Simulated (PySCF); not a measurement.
BO, SMILES O=[B], multiplicity 2. Coordinates come from a B3LYP-D3(BJ)/def2-TZVPD optimisation.

Problem. Give the equilibrium geometry at B3LYP-D3(BJ)/def2-TZVPD (PySCF confirms it by a frequency run) as a Z-matrix, and its point group. (Estimate from the structure and the level; the computed values follow.)

Solution. point group C∞v.
```
B
O 1 1.2023
```
Charge 0, spin multiplicity 2.
